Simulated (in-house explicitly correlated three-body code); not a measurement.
Computed with an exponentially correlated three-body code. Model: two electrons around a point charge, non-relativistic, variational in 260 exponentially correlated functions (energies converged to about 1e-7 hartree, or 1e-8 relative for large Z).

Command:
```bash
python run_hyl.py task.json out
```
Settings (lengths in bohr, energies in hartree):
```
Z                      1
nuclear_mass           100
interaction_strength   1
functions              260
states_tried           1
```

Run time, properties included: 2.3 s on 1 thread of Intel(R) Xeon(R) Platinum 8259CL CPU @ 2.50GHz (Skylake/Cascade Lake) (shared host).

**Ground state only, binding against the one-electron ion.**

Given: nuclear charge 1; mass of the centre 100 electron masses.

Computed: one-electron threshold -0.495049505 hartree.

| term | energy (hartree) | binding (eV) |
| --- | --- | --- |
| 1 1S | -0.52220921 | 0.73905 |

**Converged states only, values per electron or pair.**

| term | mean r (bohr) | mean r squared (bohr²) | mean inverse r (1/bohr) | mean r12 (bohr) | mean inverse r12 (1/bohr) | mean cosine | mean p1 dot p2 (bohr⁻²) | delta r1 (bohr⁻³) | delta r12 (bohr⁻³) |
| --- | --- | --- | --- | --- | --- | --- | --- | --- | --- |
| 1 1S | 2.7453 | 12.246 | 0.67585 | 4.4676 | 0.30728 | -0.10241 | 0.031081 | 0.15964 | 0.0026233 |
